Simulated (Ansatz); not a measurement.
Ideal-gas functions of AlF₂H₂N, SMILES `[NH2][Al]([F])[F]` at 298.15 K and 1 bar, from an Ansatz frequency run at PBE0-D4/def2-TZVP.

Molar mass 81.0 g/mol, point group C2v (symmetry number 2), electronic degeneracy 1, moments of inertia 76.93, 80.007, 156.937 u Å². Harmonic wavenumbers (cm⁻¹, unscaled): 200, 245, 286, 371, 377, 677, 689, 934, 939, 1564, 3625, 3717.

Use S(trans) = R[1.5 ln M + 2.5 ln T − 1.1517]; rotational temperatures θ = 24.2544 K / I; S(rot) = R[ln(√π/σ · √(T³/θAθBθC)) + 1.5]; for each mode x = 1.438777 ν̃/T, S = R[x/(eˣ − 1) − ln(1 − e⁻ˣ)] and H = RT x/(eˣ − 1); 1 cm⁻¹ = 0.0119627 kJ/mol; R = 8.31446 J/(mol·K).

Problem. By hand: the entropy, in J/(mol·K).

Solution. Translation 163.7. Rotation: θ = 0.3153, 0.3032, 0.1545 K, giving 100.0. Vibration, mode by mode: 8.92, 7.39, 6.27, 4.50, 4.40, 1.40, 1.34, 0.51, 0.50, 0.04, 0.00, 0.00, in all 35.3. Electronic 0.0. Sum 299.0 J/(mol·K).

Problem. By hand: H − E and G − E in kJ/mol, counted from the electronic energy.

Solution. Zero-point energy ½ × 13624 × 0.0119627 = 81.5; thermal vibration 6.6; translation, rotation and pV give 4 RT = 9.9. H − E = 98.0 kJ/mol, and G − E = 98.0 − 298.15 × 299.0/1000 = 8.9 kJ/mol.

Vibration gives 12 % of the entropy. The sum counts one conformer and one mirror image; others add a mixing term.
